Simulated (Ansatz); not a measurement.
Relaxation of Sn₃O₃⁻ with UKS B3LYP-D4/def2-SVPD.

```sh
$ ansatz run in.yaml --threads 4 --pin off --events-out ev --progress --plain --max-ram 4787MiB
```

```yaml
crystal:
  periodic: [false, false, false]
  atoms:
    - {symbol: Sn, position_ang: [-1.035720, 1.924070, -0.138050]}
    - {symbol: Sn, position_ang: [2.189890, -0.071590, -0.063270]}
    - {symbol: Sn, position_ang: [-1.150230, -1.853760, 0.207520]}
    - {symbol: O, position_ang: [0.866640, -1.607930, 0.111390]}
    - {symbol: O, position_ang: [-1.834230, 0.058500, 0.054840]}
    - {symbol: O, position_ang: [0.963660, 1.550710, -0.172430]}
basis:
  gaussian: {orbitals: def2-SVPD}
total_charge: -1
magnetization: {spin_polarized: true, initial_magnetization: 1}
hamiltonian: {xc: {name: B3LYP}, dispersion: d4}
scf: {lower_state_search: "off"}
output: {orbitals: {seedname: orbitals}}
relax: {f_tol: 0.02, max_steps: 100}
```

It took 2 min on 4 threads of Intel Xeon Platinum 8259CL on a shared host, peak host memory 0.8 GiB.

Positions (Å) and forces (eV/Å) at steps 1, 2, 3, 4, 7, 10, 11, 12, 13, 14, 15, 16 of 16:

```xyz
6
step=1 energy=-23642.5117 eV
Sn   -1.036    1.924   -0.138    0.394   -0.033   -0.012
Sn    2.190   -0.072   -0.063    0.645   -0.008   -0.025
Sn   -1.150   -1.854    0.208    0.402    0.000   -0.018
O     0.867   -1.608    0.111   -0.657   -0.264    0.052
O    -1.834    0.059    0.055   -0.147    0.019    0.004
O     0.964    1.551   -0.172   -0.636    0.286   -0.001
6
step=2 energy=-23642.5442 eV
Sn   -1.031    1.912   -0.137    0.260   -0.029   -0.007
Sn    2.238   -0.073   -0.066    0.190    0.003   -0.009
Sn   -1.143   -1.840    0.205    0.260    0.009   -0.012
O     0.855   -1.588    0.112   -0.325   -0.151    0.028
O    -1.867    0.061    0.056   -0.076    0.006    0.002
O     0.948    1.529   -0.169   -0.310    0.162   -0.002
6
step=3 energy=-23642.5499 eV
Sn   -1.015    1.906   -0.138   -0.206    0.051    0.003
Sn    2.243   -0.073   -0.068    0.127   -0.008   -0.004
Sn   -1.127   -1.835    0.203   -0.201   -0.033    0.009
O     0.843   -1.596    0.115    0.103    0.013   -0.004
O    -1.881    0.061    0.056    0.072   -0.004   -0.002
O     0.937    1.537   -0.168    0.105   -0.018   -0.002
6
step=4 energy=-23642.5522 eV
Sn   -1.023    1.911   -0.138    0.008   -0.035    0.003
Sn    2.252   -0.074   -0.068   -0.041    0.002    0.001
Sn   -1.135   -1.840    0.204    0.011    0.038   -0.004
O     0.844   -1.594    0.115    0.005   -0.002    0.001
O    -1.875    0.061    0.056    0.011   -0.003    0.000
O     0.938    1.535   -0.168    0.006    0.000    0.000
6
step=7 energy=-23642.5523 eV
Sn   -1.023    1.910   -0.137   -0.001    0.003    0.000
Sn    2.249   -0.073   -0.069    0.000    0.003    0.000
Sn   -1.135   -1.838    0.204    0.000    0.004    0.000
O     0.844   -1.596    0.115   -0.001   -0.002    0.001
O    -1.874    0.061    0.056    0.000   -0.005    0.000
O     0.938    1.537   -0.168    0.002   -0.002    0.000
6
step=10 energy=-23642.5525 eV
Sn   -1.023    1.912   -0.137   -0.007    0.030   -0.002
Sn    2.249   -0.071   -0.069   -0.003    0.016   -0.002
Sn   -1.134   -1.836    0.203    0.005    0.023   -0.002
O     0.843   -1.598    0.115   -0.006   -0.014    0.002
O    -1.873    0.057    0.056   -0.002   -0.034    0.003
O     0.939    1.535   -0.168    0.014   -0.020    0.001
6
step=11 energy=-23642.5532 eV
Sn   -1.024    1.916   -0.137   -0.015    0.058   -0.004
Sn    2.250   -0.069   -0.069   -0.018    0.034   -0.003
Sn   -1.134   -1.832    0.203   -0.003    0.035   -0.003
O     0.843   -1.599    0.116    0.002   -0.028    0.003
O    -1.875    0.053    0.056    0.001   -0.058    0.005
O     0.940    1.531   -0.168    0.032   -0.041    0.003
6
step=12 energy=-23642.5557 eV
Sn   -1.026    1.928   -0.138   -0.065    0.047   -0.002
Sn    2.245   -0.063   -0.070   -0.075    0.019    0.001
Sn   -1.133   -1.825    0.202   -0.068   -0.014    0.004
O     0.840   -1.609    0.117    0.130    0.002   -0.004
O    -1.870    0.042    0.057    0.010    0.022   -0.003
O     0.944    1.527   -0.168    0.068   -0.076    0.005
6
step=13 energy=-23642.5312 eV rejected
Sn   -1.039    1.971   -0.141   -0.091   -0.352    0.033
Sn    2.220   -0.048   -0.070   -0.158   -0.396    0.040
Sn   -1.128   -1.806    0.201   -0.227   -0.680    0.069
O     0.848   -1.642    0.119    0.672    0.333   -0.052
O    -1.852    0.016    0.058   -0.058    0.945   -0.083
O     0.952    1.509   -0.167   -0.137    0.149   -0.007
6
step=14 energy=-23642.5580 eV
Sn   -1.031    1.939   -0.139   -0.044    0.032   -0.002
Sn    2.236   -0.062   -0.069   -0.038    0.021   -0.001
Sn   -1.131   -1.822    0.202   -0.053   -0.004    0.002
O     0.848   -1.618    0.117    0.083   -0.008   -0.002
O    -1.864    0.042    0.056    0.010    0.010   -0.001
O     0.943    1.522   -0.168    0.042   -0.052    0.004
6
step=15 energy=-23642.5594 eV
Sn   -1.043    1.961   -0.141   -0.014   -0.047    0.004
Sn    2.220   -0.060   -0.069   -0.023   -0.050    0.005
Sn   -1.128   -1.814    0.202   -0.016   -0.054    0.005
O     0.863   -1.638    0.118    0.057    0.041   -0.005
O    -1.852    0.042    0.056    0.004    0.086   -0.007
O     0.939    1.509   -0.166   -0.009    0.024   -0.001
6
step=16 energy=-23642.5596 eV
Sn   -1.041    1.956   -0.140   -0.009    0.005    0.000
Sn    2.222   -0.061   -0.069    0.000    0.000    0.000
Sn   -1.128   -1.816    0.202   -0.011   -0.007    0.001
O     0.861   -1.634    0.118    0.013    0.000    0.000
O    -1.853    0.043    0.056   -0.002    0.005    0.000
O     0.939    1.512   -0.166    0.008   -0.003    0.000
```

In the def2 sets Sn takes a core potential; there is no spin–orbit coupling. The highest occupied level of the charge -1 doublet lies above zero (up to 0.77 eV). It is a level of α spin, whose loss leaves a singlet; that state wasn't run at this geometry and level. The electron is either unbound and held by the finite basis, or the level is raised by self-interaction error. The relaxation made no stability test and no search for a lower SCF solution. Another isomer (doublet) lies 0.55 eV lower at PBE0-D4/def2-TZVPD; other spin states weren't run for this one.
